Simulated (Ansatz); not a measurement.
Frontier orbitals of GeH$_{10}$Si$_{3}$ (`[SiH3][GeH]([SiH3])[SiH3]`).

The species carries charge 0 and has multiplicity 1. Correlated methods include outer-core shells of Ge, which these sets cover unevenly. Scalar relativity is left out up to krypton. Geometry: relaxed with PBE0-D4/def2-TZVP. Basis def2-TZVPP, Ansatz.

```tsv
functional	HOMO (eV)	LUMO (eV)	gap (eV)
LDA (SPW92)	-6.96	-1.25	5.71
PBE	-6.88	-1.00	5.88
r2SCAN	-7.13	-0.67	6.46
PBE0	-7.91	-0.17	7.74
r2SCANh	-7.50	-0.40	7.10
LC-ωPBE	-10.38	1.88	12.26
ωB97M-V	-9.86	1.43	11.29
HF	-10.27	2.86	13.13
```

A quarter of exact exchange (PBE0) shifts PBE's HOMO by −1.03 eV and its LUMO by +0.82 eV; full exchange at long range (ωB97M-V) shifts them by −2.98 and +2.42 eV. The gap opens from 5.88 to 11.29 eV, since occupied levels lose self-interaction and empty ones feel all the electrons. A positive LUMO is unbound and depends on the basis.

LC-ωPBE has ω = 0.4 bohr⁻¹.
